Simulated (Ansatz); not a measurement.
`C=C(F)I`. The species carries charge 0 and has multiplicity 1. I: def2 effective core potential. Geometry: relaxed with PBE0-D4/def2-TZVP.

```xyz
6

C     0.514   -0.092   -0.608
C    -0.305    0.210    0.379
F    -0.515    1.461    0.769
I    -1.400   -1.162    1.491
H     1.040    0.701   -1.126
H     0.667   -1.118   -0.905
```

(1) What is the dipole moment at r2SCAN/def2-TZVPP? (Estimate.)

(2) And with PBE, B3LYP, ωB97M-V? (Estimate.)

(3) Give the Mulliken charges with r2SCAN, ωB97M-V, PBE in def2-TZVPP. (Estimate.)

Results:

(1) Ansatz gave: 1.12 D, with components (0.59, -0.59, -0.75) D in this frame, pointing from negative to positive charge.

(2) Computed: PBE 1.04 D, B3LYP 1.18 D, ωB97M-V 1.19 D.

(3) Computed: 
```
atom  r2SCAN  ωB97M-V    PBE
  C1   -0.22    -0.22  -0.23
  C2    0.17     0.09   0.12
  F3   -0.16    -0.16  -0.12
  I4    0.00     0.05   0.01
  H5    0.11     0.12   0.11
  H6    0.10     0.12   0.11
```

B3LYP here is the variant with VWN-RPA as its local correlation; programs differ in this.
